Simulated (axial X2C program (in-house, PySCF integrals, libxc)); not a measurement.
# Correcting the dissociation energy of BBr for spin–orbit coupling

A spin-free CCSD(T) curve (one-electron X2C) was computed with an axial X2C code built on PySCF integrals, basis Br dyall-cv3z [8s9p6d4f1g], B dyall-v3z [7s6p2d1f] (cores contracted in-house), for the state M_S = 0, Λ = 0 (closed shell). It gives D0 = 4.369 eV to Br + B, which in a spin-free picture are the weighted means of the ground terms.

Correlated methods: 10 electrons correlated (number of frozen shells: Br 3 s, 2 p, 1 d; B 1 s), 190 virtual spin orbitals or spinors in MP2, 90 natural virtuals in coupled cluster.

Measured levels of the ground terms (NIST Handbook of Basic Atomic Spectroscopic Data), in cm⁻¹: Br 2P: J = 3/2 at 0, J = 1/2 at 3685.2; B 2P: J = 1/2 at 0, J = 3/2 at 15.3.

The molecular state has Λ = 0, so it has no first-order lowering.

Q: How far does each ground level lie under the (2J+1)-weighted mean of its term?

A: Br: (4 × 0 + 2 × 3685.2)/6 = 1228 cm⁻¹; B: (2 × 0 + 4 × 15.3)/6 = 10 cm⁻¹.

Q: Correct D0.

A: D0 = 4.369 + (0 − 1238)/8065.5 = 4.216 eV at CCSD(T) with these spin–orbit terms.

Second-order spin–orbit effects in the molecule, which grow quickly with Z, are left out. One determinant describes the state; a PBE0 search over occupations chose it and may have missed a lower one. De is counted from the lowest determinant-based energies of the atoms at the same level, without counterpoise correction. Coupled cluster ran in a truncated set of natural virtual spinors; the MP2 energy of the rest was added. (T) has no such correction and the atoms are truncated less, which lowers De at CCSD(T) by a hundredth of an eV or more.
